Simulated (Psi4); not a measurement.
Br4Ti (SMILES [Br][Ti]([Br])([Br])[Br]), singlet, geometry from GFN2-xTB (such geometries of metal compounds can be far from the true shape); B3LYP/cc-pVDZ (Psi4 1.11).

Psi4 was given this input:
```
memory 2 GB

molecule mol {
0 1
  Ti    0.000000   -0.000000   -0.000000
  Br    1.837950   -0.531399   -1.351868
  Br    0.722307    0.336398    2.202975
  Br   -1.015478    1.955289   -0.796014
  Br   -1.544778   -1.760289   -0.055093
}

set basis cc-pvdz
set reference rks

energy('b3lyp')
print_variables()
```

### Question
What does Psi4 print? Leave out banner, timings and long lists.

### Answer

```
   => Loading Basis Set <=

    Name: CC-PVDZ
    Role: ORBITAL
    Keyword: BASIS

         ---------------------------------------------------------
                                   SCF
               by Justin Turney, Rob Parrish, Andy Simmonett
                          and Daniel G. A. Smith
                              RKS Reference
         ---------------------------------------------------------

  ==> Geometry <==

    Molecular point group: c1
    Full point group: C1

    Geometry (in Angstrom), charge = 0, multiplicity = 1:

       Center              X                  Y                   Z               Mass
    ------------   -----------------  -----------------  -----------------  -----------------
         TI          -0.000000217034     0.000000217034     0.000000000000    47.947941980000
         BR           1.837949782966    -0.531398782966    -1.351868000000    78.918337600000
         BR           0.722306782966     0.336398217034     2.202975000000    78.918337600000
         BR          -1.015478217034     1.955289217034    -0.796014000000    78.918337600000
         BR          -1.544778217034    -1.760288782966    -0.055093000000    78.918337600000

  Running in c1 symmetry.

  Rotational constants: A =      0.01460  B =      0.01460  C =      0.01460 [cm^-1]
  Rotational constants: A =    437.57976  B =    437.57970  C =    437.57966 [MHz]
  Nuclear repulsion = 1712.447876798323250

  Charge       = 0
  Multiplicity = 1
  Electrons    = 162
  Nalpha       = 81
  Nbeta        = 81

  ==> Algorithm <==

  SCF Algorithm Type is DF.
  DIIS enabled.
  MOM disabled.
  Fractional occupation disabled.
  Guess Type is SAD.
  Energy threshold   = 1.00e-06
  Density threshold  = 1.00e-06
  Integral threshold = 1.00e-12

  ==> Primary Basis <==

  Basis Set: CC-PVDZ
    Blend: CC-PVDZ
    Number of shells: 59
    Number of basis functions: 151
    Number of Cartesian functions: 165
    Spherical Harmonics?: true
    Max angular momentum: 3

  ==> DFT Potential <==

   => LibXC <=

    Version 7.1.2
    S. Lehtola, C. Steigemann, M. J. T. Oliveira, and M. A. L. Marques,  SoftwareX 7, 1–5 (2018) (10.1016/j.softx.2017.11.002)

   => Composite Functional: B3LYP <=

    B3LYP Hyb-GGA Exchange-Correlation Functional

    P. J. Stephens, F. J. Devlin, C. F. Chabalowski, and M. J. Frisch,  J. Phys. Chem. 98, 11623 (1994) (10.1021/j100096a001)

    Deriv               =              1
    GGA                 =           TRUE
    Meta                =          FALSE

    Exchange Hybrid     =           TRUE
    MP2 Hybrid          =          FALSE

   => Exchange Functionals <=

    0.0800   Slater exchange
    0.7200         Becke 88

   => Exact (HF) Exchange <=

    0.2000               HF

   => Correlation Functionals <=

    0.1900   Vosko, Wilk & Nusair (VWN5_RPA)
    0.8100   Lee, Yang & Parr

   => LibXC Density Thresholds  <==

    XC_HYB_GGA_XC_B3LYP:  1.00E-15

   => Molecular Quadrature <=

    Radial Scheme          =       TREUTLER
    Pruning Scheme         =           NONE
    Nuclear Scheme         =       TREUTLER

    Blocking Scheme        =         OCTREE
    BS radius alpha        =              1
    Pruning alpha          =              1
    Radial Points          =             75
    Spherical Points       =            302
    Total Points           =         109201
    Total Blocks           =            947
    Max Points             =            256
    Max Functions          =            151
    Weights Tolerance      =       1.00E-15

   => Loading Basis Set <=

    Name: (CC-PVDZ AUX)
    Role: JKFIT
    Keyword: DF_BASIS_SCF

  ==> Integral Setup <==

  SCF_SUBTYPE=INCORE selected. In-core MEM_DF algorithm will be used.
  Using in-core AOs.

  ==> MemDFJK: Density-Fitted J/K Matrices <==

    J tasked:                   Yes
    K tasked:                   Yes
    wK tasked:                   No
    Algorithm:                 Core
    Schwarz Cutoff:           1E-12
    Mask sparsity (%):       1.3157
    Fitting Condition:        1E-10

   => Auxiliary Basis Set <=

  Basis Set: (CC-PVDZ AUX)
    Blend: CC-PVDZ-JKFIT + DEF2-UNIVERSAL-JKFIT
    Number of shells: 246
    Number of basis functions: 948
    Number of Cartesian functions: 1213
    Spherical Harmonics?: true
    Max angular momentum: 6

  Minimum eigenvalue in the overlap matrix is 1.2832033341E-04.
  Reciprocal condition number of the overlap matrix is 3.3760272442E-05.
    Using symmetric orthogonalization.

  ==> Pre-Iterations <==

  SCF Guess: Superposition of Atomic Densities via on-the-fly atomic UHF (no occupation information).

   -------------------------
    Irrep   Nso     Nmo
   -------------------------
     A        151     151
   -------------------------
    Total     151     151
   -------------------------

  ==> Iterations <==

                           Total Energy        Delta E     RMS |[F,P]|

   @DF-RKS iter SAD: -11140.05346933776673   -1.11401e+04   0.00000e+00
   @DF-RKS iter   1: -11145.23776642950907   -5.18430e+00   8.51303e-03 ADIIS/DIIS
   @DF-RKS iter   2: -11139.35011487787961    5.88765e+00   2.90572e-02 ADIIS/DIIS
   @DF-RKS iter   3: -11145.39872041474518   -6.04861e+00   5.80719e-03 ADIIS/DIIS
   @DF-RKS iter   4: -11144.99407332900046    4.04647e-01   9.93887e-03 ADIIS/DIIS
   @DF-RKS iter   5: -11145.73144219187270   -7.37369e-01   3.46739e-03 ADIIS/DIIS
   @DF-RKS iter   6: -11145.85365055120928   -1.22208e-01   2.61095e-04 ADIIS/DIIS
   @DF-RKS iter   7: -11145.85442582840369   -7.75277e-04   4.77211e-05 DIIS
   @DF-RKS iter   8: -11145.85445192807674   -2.60997e-05   8.82728e-06 DIIS
   @DF-RKS iter   9: -11145.85445290054122   -9.72464e-07   1.59394e-06 DIIS
   @DF-RKS iter  10: -11145.85445293152588   -3.09847e-08   6.58672e-07 DIIS
  Energy and wave function converged.

  ==> Post-Iterations <==

   Electrons on quadrature grid:
      Ntotal   =  161.9999313650 ; deviation = -6.864e-05

    Orbital Energies [Eh]
    ---------------------

    Doubly Occupied:

[...]
    Virtual:

[...]
     151A      1.701147

    Final Occupation by Irrep:
              A
    DOCC [    81 ]
    NA   [    81 ]
    NB   [    81 ]

  @DF-RKS Final Energy: -11145.85445293152588

   => Energetics <=

    Nuclear Repulsion Energy =           1712.4478767983232501
    One-Electron Energy =              -18909.0573903908407374
    Two-Electron Energy =                6378.3053094228089321
    DFT Exchange-Correlation Energy =    -327.5502487618185796
    Empirical Dispersion Energy =           0.0000000000000000
    VV10 Nonlocal Energy =                  0.0000000000000000
    Total Energy =                     -11145.8544529315258842

Computation Completed

Properties will be evaluated at   0.000000,   0.000000,   0.000000 [a0]

Properties computed using the SCF density matrix

 Multipole Moments:

 ------------------------------------------------------------------------------------
     Multipole            Electronic (a.u.)      Nuclear  (a.u.)        Total (a.u.)
 ------------------------------------------------------------------------------------

 L = 1.  Multiply by 2.5417464519 to convert [e a0] to [Debye]
 Dipole X            :          0.0000487           -0.0000003            0.0000484
 Dipole Y            :          0.0000080            0.0000003            0.0000083
 Dipole Z            :          0.0000390           -0.0000000            0.0000390
 Magnitude           :                                                    0.0000627

 ------------------------------------------------------------------------------------

  Variable Map:
  ----------------------------------------------------------------------------
[...]
  Array Variable Map:
  ----------------------------------------------------------------------------
[...]
[...]
```
